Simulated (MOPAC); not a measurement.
MOPAC input (MNDO):

```
MNDO PRECISE GNORM=0.05 LET XYZ UHF MS=0.5 GEO-OK AUX(PRECISION=9) THREADS=1
CBrF2

C    -0.97869700 1   -0.02312700 1   -0.11952100 1
F    -1.53614900 1   -0.66730600 1    0.88977100 1
F    -1.44889500 1    1.20920500 1   -0.18780300 1
Br    0.93536000 1   -0.13538100 1   -0.16001700 1
```

From the output:

```
                                                       MOPAC v23.2.5 Linux

          FINAL HEAT OF FORMATION =        -79.89457 KCAL/MOL =    -334.27887 KJ/MOL

          COSMO AREA              =         95.67 SQUARE ANGSTROMS
          COSMO VOLUME            =         79.20 CUBIC ANGSTROMS

          GRADIENT NORM           =          0.02855          =       0.01428 PER ATOM
          IONIZATION POTENTIAL    =         10.543780 EV
          ALPHA SOMO LUMO (EV)    =        -10.544 -1.162
          BETA  SOMO LUMO (EV)    =        -12.983 -0.627
          NO. OF ALPHA ELECTRONS  =         13
          NO. OF BETA  ELECTRONS  =         12
          MOLECULAR WEIGHT        =        129.9118         POINT GROUP:  Cs

          MOLECULAR DIMENSIONS (Angstroms)

            Atom       Atom       Distance
           Br     4    F     2     2.75027
            F     3    F     2     1.99306
            C     1    F     3     0.21576

          SCF CALCULATIONS        =         16

   ATOM   CHEMICAL          X               Y               Z
  NUMBER   SYMBOL      (ANGSTROMS)     (ANGSTROMS)     (ANGSTROMS)

     1       C         -0.89470114  *   0.04142908  *   0.00051482  *
     2       F         -1.56125295  *  -0.68402923  *   0.86157490  *
     3       F         -1.47510602  *   1.19283732  *  -0.22167391  *
     4      Br          0.92781588  *  -0.14427442  *  -0.17629130  *

                             CARTESIAN COORDINATES

   1    C       -0.894701144     0.041429077     0.000514823
   2    F       -1.561252948    -0.684029231     0.861574901
   3    F       -1.475106018     1.192837325    -0.221673908
   4   Br        0.927815878    -0.144274422    -0.176291300

           Empirical Formula: C F2 Br  =     4 atoms

      MOLECULAR POINT GROUP   :   Cs

          ALPHA EIGENVALUES
 -50.49888 -45.44873 -27.99128 -24.44744 -19.95407 -19.90424 -19.13520 -16.91996
 -16.48620 -15.46838 -13.33659 -13.04440 -10.54378  -1.16203   3.62387   4.03516

           BETA EIGENVALUES
 -50.02676 -45.18077 -27.64634 -23.70106 -19.79456 -19.66532 -18.26398 -16.45878
 -16.26173 -15.21076 -13.07154 -12.98336  -0.62737  -0.34529   4.26502   4.71481

              NET ATOMIC CHARGES AND DIPOLE CONTRIBUTIONS

  ATOM NO.   TYPE          CHARGE      No. of ELECS.   s-Pop       p-Pop
    1          C           0.250349        3.7497     1.27086     2.47879
    2          F          -0.144016        7.1440     1.87490     5.26912
    3          F          -0.144009        7.1440     1.87490     5.26911
    4         Br           0.037676        6.9623     1.98779     4.97454
 DIPOLE           X         Y         Z       TOTAL
 POINT-CHG.     1.192    -0.328    -0.474     1.324
 HYBRID        -0.078     0.274     0.469     0.549
 SUM            1.115    -0.054    -0.005     1.116

          ATOMIC ORBITAL ELECTRON POPULATIONS

     Atom    s        px        py        pz
    1  C   1.27086   0.79535   0.75403   0.92940
    2  F   1.87490   1.79831   1.77319   1.69762
    3  F   1.87490   1.83428   1.52260   1.91223
    4 Br   1.98779   1.04423   1.97221   1.95809

                    (SZ)    =    0.500000
                    (S**2)  =    0.756768

          ATOMIC ORBITAL SPIN POPULATIONS

    Atom   Total    s     px     py     pz
         Atomic
    1  C  0.7946  0.119  0.040  0.160  0.475
    2  F  0.0587  0.003 -0.007 -0.003  0.065
    3  F  0.0587  0.003 -0.005  0.021  0.039
    4 Br  0.0880  0.001  0.089 -0.003  0.001

 **********************
 *                    *
 * JOB ENDED NORMALLY *
 *                    *
 **********************

 == MOPAC DONE ==
```

The geometry given is a B3LYP-D3(BJ)/def2-TZVP minimum.
